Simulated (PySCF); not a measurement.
Ionisation energy of Be²⁺ by level of theory

Be²⁺ 1s2 (1S) → Be³⁺ 1s1 (2S), as a difference of total energies. All numbers are calculated (PySCF 2.14, no relativity, point nucleus, in an even-tempered Gaussian basis (15 s from 0.49 bohr⁻², ratio 2.2; 7 p from 0.82 bohr⁻², ratio 2.4; 4 d from 2.5 bohr⁻², ratio 2.4; 3 f from 3.7 bohr⁻², ratio 2.4; 3 g from 5.5 bohr⁻², ratio 2.4)). Correlated levels: nothing frozen; virtual orbitals above 40 to 60 times the deepest correlated orbital energy dropped. The calculations carry no spin-orbit coupling.

```csv
method,ionisation energy (eV)
UHF,152.69
LDA,151.94
PBE0,153.52
r2SCAN,153.95
PW91,153.68
MP2 (all electrons),153.81
SCS-MP2 (all electrons),154.03
```

Estimate what BP86 gives.

154.13 eV, closest to SCS-MP2 (all electrons) among the rows shown.

Estimate what PBE gives.

153.44 eV, closest to PBE0 among the rows shown.

For comparison: 153.90 eV (theoretical estimate listed by NIST; NIST Atomic Spectra Database, ionization energies).
